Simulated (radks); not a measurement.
Values are calculated unless marked as measured or tabulated.
Q: The nitrogen ion N3+, [He] 2s2. Code: a radial shooting solver on a logarithmic mesh with Libxc functionals. Model: non-relativistic Kohn-Sham, LDA (Slater exchange, Perdew-Wang correlation), spin-polarised, spherical densities, point nucleus. Every spin shell is full or empty, so the densities are truly spherical. Functionals are evaluated on that one density, not self-consistently. Rank these orbital-free kinetic functionals by their error against the exact value of the orbitals, and give that value: Thomas-Fermi, TF + vW, TF + vW/9, LC94, APBEK, revAPBEK, Perdew 92, Thakkar, PG1, DePristo-Kress, Ernzerhof.

A: Exact: 50.5257 hartree. From best to worst, with 100 (|E| - |E exact|)/|E exact| (equal figures are ties): revAPBEK +0.20, Thakkar -0.41, APBEK -0.58, LC94 -0.61, Perdew 92 -0.62, TF + vW/9 -0.64, Ernzerhof +1.32, DePristo-Kress -1.95, Thomas-Fermi -10.62, PG1 +43.75, TF + vW +79.19.
